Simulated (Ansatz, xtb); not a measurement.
**C2H5F3Si: which of two conformers lies lower**

Structure a is `FCC[SiH](F)F`, a singlet and structure b is `FCC[SiH](F)F`, a singlet. Both are isolated molecules in the gas phase, relaxed with PBE0-D3(BJ)/def2-SVP.

a (Å):

```csv
atom,x (Å),y (Å),z (Å)
C,-1.2354,-0.4070,0.3347
C,-2.4750,0.3616,0.7344
F,-1.3808,-1.7372,0.6357
F,-2.0554,2.4200,-1.1585
F,-3.8763,2.8118,0.6577
Si,-2.4111,2.1853,0.4013
H,-1.0501,-0.3116,-0.7487
H,-0.3436,-0.0305,0.8670
H,-2.6719,0.2187,1.8112
H,-3.3524,-0.0404,0.1988
H,-1.4320,2.9483,1.2091
```

b (Å):

```json
{"atom": "C", "x (Å)": "2.3925", "y (Å)": "-0.0144", "z (Å)": "-0.0474"}
{"atom": "C", "x (Å)": "0.9055", "y (Å)": "0.2598", "z (Å)": "-0.1171"}
{"atom": "F", "x (Å)": "3.0719", "y (Å)": "1.1833", "z (Å)": "0.0399"}
{"atom": "F", "x (Å)": "-1.2649", "y (Å)": "1.3022", "z (Å)": "1.3560"}
{"atom": "F", "x (Å)": "0.9708", "y (Å)": "0.9290", "z (Å)": "2.6234"}
{"atom": "Si", "x (Å)": "0.3420", "y (Å)": "1.4296", "z (Å)": "1.2195"}
{"atom": "H", "x (Å)": "2.7565", "y (Å)": "-0.5513", "z (Å)": "-0.9391"}
{"atom": "H", "x (Å)": "2.6374", "y (Å)": "-0.6115", "z (Å)": "0.8464"}
{"atom": "H", "x (Å)": "0.6321", "y (Å)": "0.6907", "z (Å)": "-1.0953"}
{"atom": "H", "x (Å)": "0.3358", "y (Å)": "-0.6787", "z (Å)": "-0.0116"}
{"atom": "H", "x (Å)": "0.6619", "y (Å)": "2.8602", "z (Å)": "1.0371"}
```

Task: Which of the two would you expect CCSD(T)/def2-SVP + ΔMP2/def2-TZVPP electronic energies to favour?

Result: Too close to call at this level: CCSD(T)/def2-SVP + ΔMP2/def2-TZVPP gives E(b) − E(a) = −1.65 kJ/mol.

The same difference at several levels:

```csv
level,geometry,E(b) − E(a) (kJ/mol),departure from the last row (kJ/mol),"job, with rough time for the two"
PBE0-D3(BJ)/def2-SVP,PBE0-D3(BJ)/def2-SVP,−4.05,−2.40,"optimisation, 28 s"
HF/def2-SVP,PBE0-D3(BJ)/def2-SVP,−5.52,−3.87,part of the CCSD(T) run
MP2/def2-SVP,PBE0-D3(BJ)/def2-SVP,−5.49,−3.84,part of the CCSD(T) run
CCSD(T)/def2-SVP,PBE0-D3(BJ)/def2-SVP,−5.84,−4.19,single point
CCSD(T)/def2-SVP + ΔMP2/def2-TZVPP,PBE0-D3(BJ)/def2-SVP,−1.65,,"single point, 25 s"
```

The largest departure from CCSD(T)/def2-SVP + ΔMP2/def2-TZVPP is that of CCSD(T)/def2-SVP, 4.19 kJ/mol. Levels run at GFN2-xTB geometries aren't shown. The last row adds to CCSD(T) the change of the MP2 difference between the two basis sets, here +4.19 kJ/mol.

With harmonic frequencies from PBE0-D3(BJ)/def2-SVP (ideal gas, rigid rotor, one conformer each, 298.15 K, 1 atm): on the last row, ΔE + ΔZPE = −1.48, ΔH = −1.69, ΔG = −0.52 kJ/mol.

The correlated steps freeze 10 core orbitals. Codes used: Ansatz 0.2.0; the last row on 2 threads of Intel(R) Xeon(R) 6975P-C (Granite Rapids) on a shared host.
